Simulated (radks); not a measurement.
Values are calculated unless marked as measured or tabulated.
Problem. Valence configurations of Pm3+ (all share [Xe]). Level of theory: Dirac Kohn-Sham, PBEsol, spin-unpolarised, spherical densities, point nucleus; open shells fill j = l - 1/2 first (a radial shooting solver on a logarithmic mesh with Libxc functionals). Order these by energy: 4f2.5 6p1.5; 4f4; 4f2 5d2; 4f2 6p2; 4f1.5 6s1 6p1.5; 4f3.5 6s0.5; 6p4; 4f3 6p1; 4f3 5d1; 4f1.5 6p2.5.

Solution. From the lowest, in eV above it: 4f4 0.000; 4f3.5 6s0.5 6.067; 4f3 5d1 9.829; 4f3 6p1 18.791; 4f2 5d2 25.045; 4f2.5 6p1.5 31.503; 4f2 6p2 46.664; 4f1.5 6s1 6p1.5 59.037; 4f1.5 6p2.5 64.887; 6p4 136.76. NIST lists [Xe] 4f4 as the ground configuration; this level of theory agrees among the configurations tried. The energies are those of spherical spin-averaged densities, not of single terms.
